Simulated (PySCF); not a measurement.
**C₆ coefficients of unlike pairs at M06-L**

Calculated with PySCF 2.14 from the dipole response of each species, C₆(A,B) = (3/π) ∫ α_A(iu) α_B(iu) du, in atomic units, from isotropic polarisabilities. For ions this is the dispersion term alone; charge-induced terms of lower order in 1/R come first.

```tsv
species	configuration	basis	relativity	α (bohr³)	C₆ (like pair)
Bi³⁺	[Xe] 4f14 5d10 6s2 (1S)	aug-cc-pwCVTZ-DK3 (11s10p8d5f1g)	spin-free X2C	10.27	62.89
Os²⁺	[Xe] 4f14 5d6 (5D)	aug-cc-pVQZ-PP with ECP60MDF (7s7p6d4f3g2h)	core potential	11.22	71.63
Hg³⁺	[Xe] 4f14 5d9 (2D)	def2-QZVPPD with the def2 core potential (60 electrons) (7s5p4d4f2g)	core potential	5.489	31.64
```

Q: Estimate C₆ for Os²⁺ with Bi³⁺.

A: The integral gives 67.00. The combination rule 2 C_A C_B / (C_A α_B/α_A + C_B α_A/α_B) gives 67.10 and the geometric mean 67.12.

No spin-orbit coupling is included.

The other pairs:

| pair | C₆ |
| --- | --- |
| Hg³⁺, Bi³⁺ | 43.71 |
| Hg³⁺, Os²⁺ | 46.34 |
